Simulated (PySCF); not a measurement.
Computed IR spectrum (relative IR intensity) of a molecule C₂H₄Cl₂Si. Coordinates come from a B3LYP-D3(BJ)/def2-SVP optimisation. Other conformers were not sampled. Calculation: PySCF 2.14.0 with B3LYP-D3(BJ)/def2-SVP. Frequencies are harmonic and unscaled.

Lines under 2 % of the strongest are left out, and lines within 2 cm⁻¹ are merged.

ν (cm⁻¹): 172 (vw), 185 (vw), 524 (m), 597 (vs), 727 (m), 812 (vs), 819 (vs), 997 (m), 1013 (w), 1031 (w), 1422 (w), 1666 (w), 2271 (s), 3117 (w), 3209 (vw) (against the strongest line: vs over 80 %, s over 45 %, m over 15 %, w over 4 %, vw less)

Task: Which molecule gave these data?
(A) [SiH3]C=C(Cl)Cl
(B) C=C(Cl)[SiH2]Cl
(C) C=C[SiH](Cl)Cl
(D) Cl/C=C\[SiH2]Cl

Result: C, C=C[SiH](Cl)Cl
